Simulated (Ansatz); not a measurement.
Start from `BN1B[SiH2]1` and change one atom or group to get `CN1B[SiH2]1`.

Ansatz, PBE0-D4/def2-TZVP geometries, multiplicity 1. 

```tsv
property	`BN1B[SiH2]1`
HOMO–LUMO gap (PBE/def2-TZVPP) / eV	3.17
size of the dipole moment (ωB97M-V/def2-TZVPP) / D	0.63
LUMO energy (B3LYP/def2-TZVPP) / eV	-2.18
HOMO energy (B3LYP/def2-TZVPP) / eV	-7.08
ideal-gas entropy at 298 K and 1 bar (rigid rotor, harmonic PBE0-D4/def2-TZVP) / J/(mol·K)	305
zero-point energy (PBE0-D4/def2-TZVP) / kJ/mol	146.3
```

**Question.** Give the same properties after the change, and the shifts. (Estimate.)

**Answer.** The calculation gave: 
```tsv
property	`CN1B[SiH2]1`	shift
HOMO–LUMO gap (PBE/def2-TZVPP) / eV	4.72	1.55
size of the dipole moment (ωB97M-V/def2-TZVPP) / D	1.49	0.86
LUMO energy (B3LYP/def2-TZVPP) / eV	-0.42	1.76
HOMO energy (B3LYP/def2-TZVPP) / eV	-6.78	0.30
ideal-gas entropy at 298 K and 1 bar (rigid rotor, harmonic PBE0-D4/def2-TZVP) / J/(mol·K)	304	-1
zero-point energy (PBE0-D4/def2-TZVP) / kJ/mol	191.8	45.5
```

With PBE0 the HOMO rises by 0.29 eV and the LUMO rises by 1.79 eV, so the gap widens by about 1.50 eV. PBE moves the HOMO by 0.29 eV and ωB97M-V by 0.31 eV. The zero-point energy changes by 45.5 kJ/mol with +3 modes. Dipoles are sizes alone; their direction can turn.

B3LYP here is the variant with VWN-RPA as its local correlation; programs differ in this.
